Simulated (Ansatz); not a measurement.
Start from `[CH3][Al]([NH2])[CH2]F` and change one atom or group to get `[CH3][Al]([NH2])[SiH3]`.

Ansatz, PBE0-D4/def2-TZVP geometries, multiplicity 1. Each molecule was computed in one conformer, which needn't be the lowest.

```json
{"property": "HOMO energy (PBE/def2-TZVPP) / eV", "`[CH3][Al]([NH2])[CH2]F`": "-6.03"}
{"property": "zero-point energy (PBE0-D4/def2-TZVP) / kJ/mol", "`[CH3][Al]([NH2])[CH2]F`": "236.9"}
{"property": "LUMO energy (ωB97M-V/def2-TZVPP) / eV", "`[CH3][Al]([NH2])[CH2]F`": "1.54"}
{"property": "HOMO–LUMO gap (PBE0/def2-TZVPP) / eV", "`[CH3][Al]([NH2])[CH2]F`": "7.56"}
{"property": "HOMO energy (PBE0/def2-TZVPP) / eV", "`[CH3][Al]([NH2])[CH2]F`": "-7.46"}
{"property": "ideal-gas entropy at 298 K and 1 bar (rigid rotor, harmonic PBE0-D4/def2-TZVP) / J/(mol·K)", "`[CH3][Al]([NH2])[CH2]F`": "385"}
```

(1) What does the change do to each property? (Estimate.)

## Answers

(1) Computed: 
```
                                                                                  property  `[CH3][Al]([NH2])[SiH3]`  shift
                                                         HOMO energy (PBE/def2-TZVPP) / eV                     -6.14  -0.11
                                            zero-point energy (PBE0-D4/def2-TZVP) / kJ/mol                     225.1  -11.8
                                                     LUMO energy (ωB97M-V/def2-TZVPP) / eV                      0.90  -0.64
                                                      HOMO–LUMO gap (PBE0/def2-TZVPP) / eV                      6.50  -1.06
                                                        HOMO energy (PBE0/def2-TZVPP) / eV                     -7.25   0.21
ideal-gas entropy at 298 K and 1 bar (rigid rotor, harmonic PBE0-D4/def2-TZVP) / J/(mol·K)                       381     -4
```

With PBE0 the HOMO rises by 0.21 eV and the LUMO falls by 0.85 eV, so the gap narrows by about 1.06 eV. PBE moves the HOMO by -0.11 eV and ωB97M-V by 0.46 eV. Modes under 60 cm⁻¹, often nearly free rotors, make the harmonic entropy too high.

Positive LUMOs are unbound, so they and the gaps depend on the basis.
